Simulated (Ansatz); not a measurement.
All values below come from frozen-core CCSD(T)/cc-pVTZ // B3LYP-D3(BJ)/def2-TZVP in Ansatz (a quantum-chemistry and plane-wave program). The geometry is that of the parent before the electron was removed.

Ansatz 0.2 input:
```yaml
crystal:
  periodic: [false, false, false]
  atoms:
    - { symbol: C, position_ang: [1.946265, -0.247969, 0.001731] }
    - { symbol: C, position_ang: [0.750422, -0.095616, 0.000667] }
    - { symbol: Si, position_ang: [-1.060101, 0.135062, -0.000944] }
    - { symbol: H, position_ang: [3.001583, -0.382417, 0.002671] }
    - { symbol: H, position_ang: [-1.430008, 1.100397, -1.058058] }
    - { symbol: H, position_ang: [-1.719057, -1.16259, -0.261844] }
    - { symbol: H, position_ang: [-1.489104, 0.653134, 1.315776] }
basis:
  gaussian: { orbitals: cc-pVTZ }
correlation:
  method: ccsd_t
total_charge: 1
magnetization:
  spin_polarized: true
  initial_magnetization: 1
```

Output:

```
Functional definition: HF
854 factors; integrals over basis functions are off by at most 9.4e-4 eV
mean field evaluation 1: about -9970.1829 eV, gradient 2.7e1 eV
mean field evaluation 2: about -9970.1944 eV, gradient 2.7e1 eV
mean field evaluation 4: about -9975.6943 eV, gradient 4.1e0 eV
mean field evaluation 8: about -9976.4768 eV, gradient 3.9e-1 eV
mean field evaluation 16: about -9976.4821 eV, gradient 2.4e-11 eV
mean field evaluation 32: about -9976.4821 eV, gradient 9.2e-3 eV
mean field evaluation 64: about -9976.4821 eV, gradient 2.9e-6 eV
mean field evaluation 96: about -9976.4821 eV, gradient 3.6e-4 eV
mean field evaluation 128: about -9976.4701 eV, gradient 7.2e-1 eV
mean field evaluation 160: about -9976.4739 eV, gradient 3.3e-1 eV
mean field evaluation 192: about -9974.5690 eV, gradient 1.2e1 eV
mean field evaluation 224: about -9971.5889 eV, gradient 9.2e0 eV
mean field evaluation 256: about -9976.4752 eV, gradient 3.7e-1 eV
mean field evaluation 288: about -9967.6601 eV, gradient 9.0e0 eV
mean field evaluation 320: about -9970.8504 eV, gradient 1.9e0 eV
mean field -9976.48208811 eV, -366.6289544357 hartree, gradient 2.5e-10 eV, S^2 0.756211; 19 other end points of the search recorded, 0 dependent functions left out
7 core orbitals not correlated
reference -9976.48208811 eV, -366.6289544357 hartree; 8, 7 occupied and 135, 136 virtual orbitals, 854 factors
second order -9.91666479 eV of doubles, -0.00000000 eV of singles
cycle   1  -10.68638033 eV  change   -7.7e-1 eV  update   8.5e-2
cycle   2  -11.06306516 eV  change   -3.8e-1 eV  update   3.0e-2
cycle   3  -11.12715657 eV  change   -6.4e-2 eV  update   2.4e-2
cycle   4  -11.13239195 eV  change   -5.2e-3 eV  update   1.5e-2
cycle   5  -11.13678049 eV  change   -4.4e-3 eV  update   1.1e-2
cycle   6  -11.14354563 eV  change   -6.8e-3 eV  update   5.9e-3
cycle   7  -11.14398672 eV  change   -4.4e-4 eV  update   1.8e-3
cycle   8  -11.14494923 eV  change   -9.6e-4 eV  update   7.2e-4
cycle   9  -11.14500101 eV  change   -5.2e-5 eV  update   2.2e-4
cycle  10  -11.14487287 eV  change    1.3e-4 eV  update   1.1e-4
cycle  11  -11.14492816 eV  change   -5.5e-5 eV  update   5.5e-5
cycle  12  -11.14495565 eV  change   -2.7e-5 eV  update   2.3e-5
cycle  13  -11.14496176 eV  change   -6.1e-6 eV  update   1.1e-5
perturbative correction -0.45885297 eV, -0.0168625358 hartree
Total energy: -9988.08590285 eV, -367.0553867618 hartree
```

Cost: roughly 2.9 core-minutes.
